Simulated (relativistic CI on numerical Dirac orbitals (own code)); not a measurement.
## Radial parameters of Pm54+

These numbers are calculated, not measured: Dirac-Coulomb-Breit CI, separate exchange-only KLI orbitals for each configuration, a model potential for QED, unscaled Slater integrals (own radial code, finite nucleus).

Slater integrals F^k, G^k are unscaled and averaged over j, outside the closed core 1s2; ζ comes from projecting the Hamiltonian with its Breit term on Σ l·s of the shell.

- 2s²2p³: F^2(2p,2p) = 1.1396e+06, ζ(2p) = 3.2086e+06 cm⁻¹; <r>(2p) = 0.08301, <r^2>(2p) = 0.00837 (bohr units).
- 2s2p⁴: F^2(2p,2p) = 1.1382e+06, G^1(2s,2p) = 1.2161e+06, ζ(2p) = 3.198e+06 cm⁻¹; <r>(2s) = 0.09505, <r^2>(2s) = 0.01068, <r>(2p) = 0.08311, <r^2>(2p) = 0.00839 (bohr units).
- 2p⁵: ζ(2p) = 3.1876e+06 cm⁻¹; <r>(2p) = 0.08324, <r^2>(2p) = 0.008418 (bohr units).

Averages of the first 10 configurations, taken without configuration mixing, which lowers the lowest level and can move excited configurations by several eV; other configurations of the list can lie among them:

```tsv
Configuration	Parity	States	Average energy above the lowest level (eV)
2s²2p³	odd	20	593.8
2s2p⁴	even	30	1266.6
2p⁵	odd	6	1988.9
2p⁴3s	even	30	8047.8
2p⁴3p	odd	90	8238.9
2p⁴3d	even	150	8405.7
2s²2p²3s	even	30	6714.9
2s²2p²3p	odd	90	6914.6
2s²2p²3d	even	150	7081.6
2s2p³3s	odd	80	7356.4
```
